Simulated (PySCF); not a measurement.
**Excitation energy of B⁺ by level of theory**

B⁺ [He] 2s2 (1S) → B⁺ [He] 2s1 3s1 (3S), as a difference of total energies. Calculation: PySCF 2.14, in dyall-av3z (15s9p3d2f, 71 functions); no relativity, point nucleus. Correlated levels: valence: 1s2 frozen; virtual orbitals above 40 to 60 times the deepest correlated orbital energy dropped. The calculations carry no spin-orbit coupling.

```json
{"method": "UHF", "excitation energy (eV)": "14.631"}
{"method": "LDA", "excitation energy (eV)": "15.374"}
{"method": "PBE", "excitation energy (eV)": "15.362"}
{"method": "PBE0", "excitation energy (eV)": "15.380"}
{"method": "r2SCAN", "excitation energy (eV)": "15.284"}
{"method": "wB97M-V", "excitation energy (eV)": "15.491"}
{"method": "M06", "excitation energy (eV)": "15.309"}
{"method": "B3LYP", "excitation energy (eV)": "15.606"}
{"method": "HSE06", "excitation energy (eV)": "15.381"}
{"method": "MP2 (valence)", "excitation energy (eV)": "15.562"}
{"method": "SCS-MP2 (valence)", "excitation energy (eV)": "15.830"}
```

How much does correlation contribute at MP2 (valence)?

15.562 − (14.631) = 0.931 eV, measured against UHF.

Errors of the correlated levels include the incompleteness of this basis and the frozen core.

For comparison: 16.090 eV (measured; NIST levels).
